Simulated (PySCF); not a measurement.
Excitations are Tamm–Dancoff values on a coarser integration grid. The basis has no diffuse functions, so Rydberg states are missing or too high.

Z-matrix (Å, degrees):
```
C
O 1 1.2010
C 1 1.5049 2 124.91
H 3 1.0885 1 109.19 2 0.01
H 3 1.0925 4 110.08 1 -120.87
H 3 1.0925 4 110.08 5 -118.26
S 1 1.8074 2 122.76 3 -180.00
H 7 1.3437 1 93.64 2 0.00
```
Charge 0, multiplicity 1.

**Question.** What is the computed dipole moment, S1 excitation (TDA), HOMO, S1–T1 gap (TDA), LUMO, total energy, HOMO–LUMO gap and brightest of the four lowest singlets (TDA) (r2SCAN-D4/def2-TZVP (PySCF))?

**Answer.** 
```
Property                                           Result
-------------------------------------------  ------------
dipole moment                                   0.368 e·Å
S1 excitation (TDA)                               5.09 eV
HOMO                                             -6.53 eV
S1–T1 gap (TDA)                                   0.64 eV
LUMO                                             -1.55 eV
total energy                                 -15020.86 eV
HOMO–LUMO gap                                     4.98 eV
brightest of the four lowest singlets (TDA)       6.58 eV
```
